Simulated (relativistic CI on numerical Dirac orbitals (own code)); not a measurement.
**Sb35+: sensitivity of the levels to the model**

Base calculation: Dirac-Coulomb-Breit CI, KLI orbitals optimised for each configuration, a model potential for QED, unscaled Slater integrals.

Configurations in the expansion (outside the closed core [Ne]): 3s2.3p4, 3s.3p5, 3s2.3p3.3d, 3p6, 3s.3p4.3d, 3p5.3d, 3s.3p3.3d2, 3s2.3p2.3d.4p, 3p5.4s, 3s.3p3.3d.4s, 3p5.4p, 3s2.3p3.4s, 3s2.3p2.3d2, 3s2.3p.3d3, 3s.3p2.3d3, 3s2.3p.3d2.4s, 3p4.3d2, 3p3.3d3, 3p3.3d2.4s, 3s2.3p2.3d.4s, 3s.3p2.3d2.4s, 3s2.3p.3d.4s2. Double excitations out of closed p, d and f shells are left out; levels of such configurations are missing from the list, as are those of other unlisted configurations, and high levels can miss mixing partners.

The lowest level and the first level of each name with at least 55 % of one term (blank where a level has no safe partner in the second run):

| Level | Base (cm⁻¹) | Shift (cm⁻¹) |
| --- | --- | --- |
| 3s2.3p4 3P_2 | 0 | 0 |
| 3s2.3p4 1S_0 | 94842 | -7936 |
| 3s2.3p4 3P_1 | 461263 | +2736 |
| 3s2.3p4 1D_2 | 515325 | -2802 |
| 3s2.3p4 3P_0 | 1015536 | -3268 |
| 3s2.3p3.3d 3D°_1 | 1491553 |  |
| 3s2.3p3.3d 3G°_4 | 1675188 | +1902 |
| 3s2.3p3.3d 3G°_5 | 1783070 | +547 |
| 3s.3p4.3d 5F_5 | 2507475 | +19180 |

At this charge energies of transitions that change n are usually good to better than 1 %, and those within a shell (Δn = 0) to a few per cent.

(1) One thing was changed in a second run, which moved the levels as shown. Which?
A. QED terms removed
B. configuration mixing switched off
C. valence Slater integrals scaled by 0.9
D. Breit term removed
E. only the first configuration

## Answers

(1) C. Valence Slater integrals scaled by 0.9. Scaling acts on the splittings between terms and on the mixing, and leaves the fine structure of pure LS terms nearly alone; in jj coupling it moves the levels of one term differently.

LS names give the leading component of a level, which can be under half, so a name can repeat, a term be missing and a line seem to break the LS rules.
